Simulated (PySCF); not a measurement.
# Does the structure fit the spectrum?

A compound C$_{4}$H$_{8}$O$_{2}$Si gives the data below (simulated from a calculation) and was assigned the structure `CO[C@]1(C=O)C[SiH2]1`.

$^{13}$C{$^{1}$H} NMR (computed): δ 204.4 (CH), 152.7 (CH), 103.8 (CH2), 39.2 (CH2).

$^{1}$H NMR (400 MHz, computed): δ 10.03 (t, 1H), 6.53 (m, 1H), 5.12 (m, 1H), 5.11 (t, 2H), 4.68 (m, 1H), 2.48 (m, 2H).

Theoretical values (PySCF 2.14.0 with density-fitted response routines): σ from GIAO-PBE0/pcSseg-1, geometry from GFN2-xTB. One averaged value for each set of equivalent atoms, non-relativistic Hamiltonian, no solvent model, one conformer.

Chemical shifts δ = σref − σ; $^{1}$H (σ = 31.72 ppm) and $^{13}$C (σ = 186.93 ppm) against TMS, all at this level.

**Question.** Compare with the shifts computed for the proposed structure, pairing carbons in order of shift.

**Answer.** Numbering as in the mapped SMILES `[CH3:1][O:2][C@:3]1([CH:4]=[O:5])[CH2:6][SiH2:7]1` (H(Xn): hydrogen on atom n).

```tsv
atom	computed for proposal	given list	difference
C4	206.0	204.4	+1.6
C3	79.6	152.7	-73.1
C1	59.5	103.8	-44.3
C6	13.9	39.2	-25.3
```

The rms difference is 44.6 ppm and the largest -73.1 ppm at C3 (three-membered-ring carbon). The carbon types in order of shift don't match either: CH, C, CH3, CH2 for the proposal against CH, CH, CH2, CH2 in the data. The proposal doesn't fit.

**Question.** Which isomer fits?

**Answer.** SMILES C=CO[SiH2]CC=O.

1. Carbon types of the structure: 2 × CH, 2 × CH2, leaving 2 H on heteroatoms.
2. δC 204.4: aldehyde carbonyl carbon; low-lying n→π* states of the double bond to the heteroatom give a large paramagnetic term (-267 ppm).
3. δC 152.7: alkene carbon bearing oxygen; an sp2 carbon further deshielded by the attached heteroatom.
4. δC 103.8: β carbon of an enol-ether or enamine type C=C; the O or N lone pair pushes π density onto this β carbon and shields it.
5. δH 10.03: hydrogen on an aldehyde carbonyl carbon; deshielded by the polar, anisotropic C=O bond.

This is the structure that produced the data.

Shifts are as computed. Against solution values, carbons near 30 ppm lie about +3 ppm off and those near 130 ppm about +5 ppm. Of 1211 compounds with measured shifts, 218 miss one by over three times the rms of a fit or turn the order of signals round; such compounds aren't used in these exercises. Multiplicities follow the n + 1 count of equivalent neighbours, as no J values were calculated; m marks all less simple cases, F and P coupling included.
